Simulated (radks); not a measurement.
The numbers below are computed, except where a source is named.
The bromine anion Br-, [Kr], held by a Watson sphere: a shell of charge +1 at radius R that stands for the Madelung well of a crystal (potential energy -1/R inside, -1/r outside, in hartree with lengths in bohr). Level of theory: scalar-relativistic Kohn-Sham, LB94 model potential, spin-polarised, spherical densities, finite nucleus; Fermi nuclear charge, rms radius of each element as measured or else 0.836 A^(1/3) + 0.57 fm (a radial shooting solver on a logarithmic mesh with Libxc functionals). Response by self-consistent Sternheimer equations with the Hartree and adiabatic LDA kernel, the relativistic mass of each level held fixed and spin-orbit coupling left out. The sphere does not respond.

R (bohr)  e(3d) (eV)  e(4s) (eV)  e(4p) (eV)  <r> 4p (bohr)  sum of <r^2> (bohr^2)  X-ray form factor at sin(theta)/lambda = 0.2 1/angstrom  alpha (bohr^3)
3.05         -74.840     -23.798     -11.649          2.180                  47.85                                                   27.881           29.11
3.44         -74.322     -23.183     -11.047          2.203                  48.75                                                   27.864           31.73
3.47         -74.283     -23.138     -11.003          2.205                  48.81                                                   27.863           31.93
3.82         -73.837     -22.643     -10.509          2.219                  49.41                                                   27.856           34.03
4.67         -72.872     -21.626      -9.484          2.240                  50.34                                                   27.851           38.04
